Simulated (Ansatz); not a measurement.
`C[N]1[CH2][GeH2]1` → `C1[CH2][GeH2][NH]1`  (isomerisation)

Program: Ansatz. Geometries: PBE0-D4/def2-TZVP. ΔE: electronic, gas phase. CCSD(T)/CBS is the MP2 limit (def2-TZVPP, def2-QZVPP) plus CCSD(T) − MP2 in def2-TZVPP, frozen cores. Functionals use def2-TZVPP. For Ge outer-core shells are correlated without core-valence functions, which leaves a few kJ/mol of doubt a bond. Scalar relativity is left out up to krypton.

| level | ΔE (kcal/mol) | difference from CCSD(T)/CBS |
| --- | --- | --- |
| PBE-D4 | -22.5 | 2.3 |
| r2SCAN-D4 | -23.4 | 1.4 |
| PBE0-D4 | -25.3 | -0.5 |
| ωB97X-V | -26.4 | -1.6 |
| ωB97M-V | -26.0 | -1.2 |
| B2PLYP | -24.4 | 0.4 |
| PBE | -22.4 | 2.4 |
| r2SCAN | -23.4 | 1.4 |
| PBE0 | -25.2 | -0.4 |
| HF/def2-TZVPP | -29.7 | -4.9 |
| MP2/def2-TZVPP | -25.2 | -0.4 |
| SCS-MP2/def2-TZVPP | -25.6 | -0.8 |
| MP2/def2-QZVPP | -24.9 | -0.1 |
| SCS-MP2/def2-QZVPP | -25.4 | -0.6 |
| MP2/CBS(def2) | -24.7 | 0.1 |
| CCSD/CBS(def2) | -25.9 | -1.1 |
| CCSD(T)/CBS | -24.8 | 0 |

Largest T1 diagnostic among the species: 0.012.

From PBE to PBE0 (25 % exact exchange), in def2-TZVPP and without D4, ΔE moves by −2.8 kcal/mol. In def2-TZVPP, CCSD(T) changes the Hartree–Fock value by +4.3 kcal/mol (the triples alone add +1.1 kcal/mol) and MP2 by +4.4 kcal/mol.
